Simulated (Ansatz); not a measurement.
Ideal-gas functions of CH$_{5}$FGeO (`[CH3][GeH]([OH])[F]`) at 400 K and 1 bar, from an Ansatz frequency run at PBE0-D4/def2-TZVP.

Molar mass 124.66 g/mol, point group C1 (symmetry number 1), electronic degeneracy 1, moments of inertia 90.972, 97.486, 152.603 u Å². Harmonic wavenumbers (cm⁻¹, unscaled): 90, 178, 201, 226, 277, 630, 663, 689, 721, 741, 823, 849, 924, 1271, 1448, 1449, 2158, 3071, 3166, 3170, 3900.

Use S(trans) = R[1.5 ln M + 2.5 ln T − 1.1517]; rotational temperatures θ = 24.2544 K / I; S(rot) = R[ln(√π/σ · √(T³/θAθBθC)) + 1.5]; for each mode x = 1.438777 ν̃/T, S = R[x/(eˣ − 1) − ln(1 − e⁻ˣ)] and H = RT x/(eˣ − 1); 1 cm⁻¹ = 0.0119627 kJ/mol; R = 8.31446 J/(mol·K).

**Question.** By hand: the entropy, in J/(mol·K).

**Answer.** Translation 175.1. Rotation: θ = 0.2666, 0.2488, 0.1589 K, giving 110.9. Vibration, mode by mode: 17.73, 12.16, 11.19, 10.26, 8.68, 3.09, 2.82, 2.62, 2.39, 2.26, 1.79, 1.66, 1.34, 0.48, 0.28, 0.28, 0.03, 0.00, 0.00, 0.00, 0.00, in all 79.1. Electronic 0.0. Sum 365.1 J/(mol·K).

**Question.** By hand: H − E and G − E in kJ/mol, counted from the electronic energy.

**Answer.** Zero-point energy ½ × 26645 × 0.0119627 = 159.4; thermal vibration 17.2; translation, rotation and pV give 4 RT = 13.3. H − E = 189.9 kJ/mol, and G − E = 189.9 − 400 × 365.1/1000 = 43.9 kJ/mol.

Vibration gives 22 % of the entropy, 17.7 J/(mol·K) of it from the mode under 150 cm⁻¹: soft modes count most, and the harmonic formula is weakest for them. The sum counts one conformer and one mirror image; others add a mixing term.
